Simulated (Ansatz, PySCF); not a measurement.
Molecule: sum formula AlO$_{2}$H$_{2}$, net charge 0, doublet state. It need not be the lowest isomer of its formula. 
Coordinates optimised at B3LYP-D3(BJ)/def2-TZVP (Ansatz, a quantum-chemistry and plane-wave program):
```xyz
5

Al     0.0795    -0.5089    -0.0126
O      1.0953     0.4653    -0.9725
H      1.0612     1.4216    -1.0460
O     -1.1776     0.0617     0.9855
H     -1.4361     0.9782     1.1053
```
Charge 0, spin multiplicity 2.

Wanted: vertical electron affinity (to the singlet state of charge -1; a negative value means that the extra electron is unbound and the number depends on the basis; each state is the SCF solution reached for its spin; for the singlet the Hartree-Fock reference is unstable and T1 is 0.020), in eV. Valence correlation only, unless marked. Open shells are spin-unrestricted. Spin-orbit coupling is left out. Non-relativistic. Anions need diffuse functions: aug- sets have them; def2-D sets add few. CBS marks a two-point X^-3 extrapolation of the correlation energy; Hartree-Fock from the larger set. [CCSD(T)-MP2]/basis is that difference in the basis named.

```csv
level,program,vertical electron affinity (eV)
SVWN5/def2-TZVPD,Ansatz,1.30
PBE0/def2-TZVPD,Ansatz,0.97
M06-2X/def2-TZVPD,PySCF,(withheld)
wB97M-V/def2-TZVPD,Ansatz,1.13
wB97X/def2-TZVPD,Ansatz,(withheld)
SCS-MP2/aug-cc-pV(D+d)Z,Ansatz,0.82
"RI-MP2/CBS(aug-cc-pV(T+d)Z,aug-cc-pV(Q+d)Z)+[CCSD(T)-MP2]/aug-cc-pV(T+d)Z",Ansatz,1.11
```

**Question.** Fill in the missing entries.

**Answer.** 
- M06-2X/def2-TZVPD, vertical electron affinity (eV): 0.93
- wB97X/def2-TZVPD, vertical electron affinity (eV): 1.07
